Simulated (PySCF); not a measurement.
CH9OSbSi2, SMILES C[O][Sb]([SiH3])[SiH3]. Geometry optimised at PBE-D3(BJ)/def2-SVP. The def2 effective core potentials stand for the cores of Sb; spin–orbit coupling is left out. Other conformers were not sampled.

Task: Give the equilibrium geometry at PBE-D3(BJ)/def2-SVP (PySCF confirms it by a frequency run) as a Z-matrix. (The exact figures need the calculation; the answer reports its results.)

Result: Several could match; the one computed here: 
```
Sb
O 1 2.0572
C 2 1.4073 1 117.17
H 3 1.1124 2 107.76 1 -177.32
H 3 1.1190 4 107.22 2 -123.04
H 3 1.1204 4 107.13 5 -114.62
Si 1 2.6032 2 86.98 3 -145.78
H 7 1.5037 1 108.27 2 -62.30
H 7 1.5038 8 109.46 1 -120.91
H 7 1.5072 8 108.89 9 -119.44
Si 1 2.6255 2 95.94 3 -58.10
H 11 1.5052 1 111.21 2 -34.83
H 11 1.5064 12 109.03 6 -67.44
H 11 1.5079 12 109.09 13 -117.77
```
